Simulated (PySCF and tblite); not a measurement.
Results of a calculation; reference values are marked as such.
C6H8O2, numbered as in [CH:1]#[C:2][CH:3]1[CH2:4][O:5][CH2:6][O:7][CH2:8]1.

Free energies: PBE0-D3(BJ)/def2-TZVP on PBE0-D3(BJ)/def2-SVP structures plus GFN2-xTB thermal terms, symmetry and mirror images included. Conformers within 4 kcal/mol (GFN2-xTB free energy) were kept, 7 at most. Couplings: B3LYP/pcSseg-1 with pcJ-1 on H (gas phase; spin-dipole term only for pairs with B, N, F, Si or P). Couplings are for ¹H. Of two unlike H on one atom, a is the less shielded (PBE0/pcSseg-1). Codes: tblite and PySCF.

The 6-ring runs over atoms 3–4–5–6–7–8. Of a mirror pair one member is shown.

```
conformer                                                          shape  weight %
        1                     6-ring chair (all substituents equatorial)      98.2
        2                                        6-ring chair (C2 axial)       1.8
        3  6-ring twist-boat (ring torsions 67, -37, -32, 70, -36, -27°)       0.0
```

Give the couplings in each conformer and the averages at 298.15 K (pairs that fast motion interchanges averaged).


```tsv
coupling	pairs	1	2	3	average (Hz)
⁴J(H1,H3)	1	-4.0	-4.1	-4.1	-4.0
³J(H3,H4a)	2	5.2	3.3	9.2	5.2
³J(H3,H4b)	2	11.5	1.5	6.3	11.3
²J(H4a,H4b)	2	-12.6	-12.3	-12.5	-12.6
⁴J(H4a,H6b)	2	-0.8	-0.9	-0.9	-0.8
⁴J(H4a,H8a)	1	2.1	0.0	-0.6	2.1
⁴J(H4a,H8b)	2	-0.7	-0.5	-0.2	-0.7
⁴J(H4b,H6a)	2	-0.9	-0.8	-0.8	-0.9
²J(H6a,H6b)	1	-8.0	-8.0	-3.8	-8.0
```
